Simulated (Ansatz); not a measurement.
The same path of a periodic cell of 17 atoms, Be$_{16}$Cl (surface Be(0001), adsorbate Cl) was run twice with different band settings. Lost on the way: Be14–Cl17. Made: Be15–Cl17.

Theory: Ansatz, DFT PBE-D3(BJ), scalar-relativistic, plane waves, PAW. Settings: cutoff 420 eV, k mesh 5x5x1, gaussian smearing 0.05 eV, no spin polarisation.

Relaxed end points:

```xyz
17
Lattice="4.5800 0.0000 0.0000 2.2900 3.9664 0.0000 0.0000 0.0000 16.3826" Properties=species:S:1:pos:R:3
Be 0.000 1.322 1.000
Be 2.290 1.322 1.000
Be 1.145 3.305 1.000
Be 3.435 3.305 1.000
Be 0.003 -0.002 2.828
Be 2.287 -0.002 2.828
Be 1.145 1.983 2.815
Be 3.435 1.987 2.828
Be -0.023 1.309 4.626
Be 2.314 1.309 4.626
Be 1.145 3.333 4.626
Be 3.435 3.306 4.552
Be 0.035 -0.020 6.482
Be 2.255 -0.020 6.482
Be 1.145 1.984 6.213
Be 3.435 2.024 6.482
Cl 3.436 0.662 8.146
```

```xyz
17
Lattice="4.5800 0.0000 0.0000 2.2900 3.9664 0.0000 0.0000 0.0000 16.3826" Properties=species:S:1:pos:R:3
Be 0.000 1.322 1.000
Be 2.290 1.322 1.000
Be 1.145 3.305 1.000
Be 3.435 3.305 1.000
Be 0.000 0.023 2.837
Be 2.290 0.000 2.791
Be 1.125 1.972 2.837
Be 3.455 1.972 2.837
Be 0.000 1.322 4.661
Be 2.290 1.312 4.600
Be 1.136 3.310 4.600
Be 3.444 3.310 4.600
Be 0.000 -0.073 6.478
Be 2.290 0.000 6.231
Be 1.208 2.020 6.478
Be 3.372 2.020 6.478
Cl 4.580 1.322 8.108
```

Common settings: climbing image yes; spring 5.0 eV/Å²; optimiser quadratic models (default); end points relaxed; atoms held 1 to 4.

| run | movable images | start path | force threshold | iteration limit |
| --- | --- | --- | --- | --- |
| 1 | 5 | IDPP | 0.05 eV/Å | 19 |
| 2 | 3 | default | 0.2 eV/Å | 39 |

Question: What does each run give, and how far can it be trusted?

Answer: Run 1: converged after 5 iterations, highest image 0.117 eV above the first end. The order of the stationary point at the top wasn't checked.
Run 2: converged after 3 iterations, highest image 0.118 eV above the first end. The threshold of 0.2 eV/Å is loose, so the images may lie well off the minimum-energy path. The order of the stationary point at the top wasn't checked.
Limits of this set-up: coarse k mesh, thin slab, slab without dipole correction, odd electron count without spin.
